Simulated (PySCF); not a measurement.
C3H5AlBrF.
Numbering: `[F:1]/[CH:2]=[CH:3]\[CH2:4][AlH:5][Br:6]` (hydrogens: H7 on C2; H8 on C3; H9, H10 on C4; H11 on Al5)

Method used: PBE0-D3(BJ)/def2-SVP geometry optimisation, gas phase (PySCF).

Task: List the bond lengths, angles and torsions at this level.

Result: 
```tsv
bond	length (pm)
F1–C2	139.8
C2=C3	132.4
C3–C4	149.7
C4–Al5	198.2
Al5–Br6	227.9
C2–H7	108.8
C3–H8	109.6
C4–H9, C4–H10	110.4
Al5–H11	158.0
```

Bonds in one row agree within 1 pm and their mean is given. A selection of angles:
```tsv
angle	degrees
F1–C2–C3	116.9
F1–C2–H7	110.5
C3–C2–H7	132.6
C2–C3–C4	121.3
C2–C3–H8	116.4
C4–C3–H8	122.3
C3–C4–Al5	106.4
C3–C4–H9	109.7
Al5–C4–H9	112.3
Al5–C4–H10	113.0
H9–C4–H10	105.9
C4–Al5–Br6	114.1
C4–Al5–H11	125.3
Br6–Al5–H11	117.9
```

Torsions: F1–C2–C3–C4 0° (synperiplanar); C2–C3–C4–Al5 -9° (synperiplanar); C3–C4–Al5–Br6 -89° (synclinal). The mirror-image conformer, all signs reversed, is as good.

Al5 and F1 aren't drawn bonded (4 bonds apart) but lie 2.07 Å from each other; Cordero's covalent radii sum to 1.78 Å. Of the pairs four or more bonds apart, those above aside, F1···Br6 is among the closest relative to their van der Waals radii: 3.34 Å, 101 % of the sum of Bondi's values. The 2 C–C bonds span 1.324 Å (C2=C3, drawn double) to 1.497 Å (C3–C4, drawn single), a spread of 0.173 Å. Al5 (aluminium bonded to Br, C and H) is almost planar (angles 125.3°, 117.9° and 114.1°, sum 357.3°, 0.18 Å off the plane of its three neighbours).

Point group: C1 (no symmetry element, even within 0.4 Å). No frequency check. One conformer, not necessarily the lowest.

Time: 2.5 min wall; peak memory 0.50 GiB. Hardware: one thread, Arm Neoverse V1 (aarch64), shared host. This is the geometry optimisation.
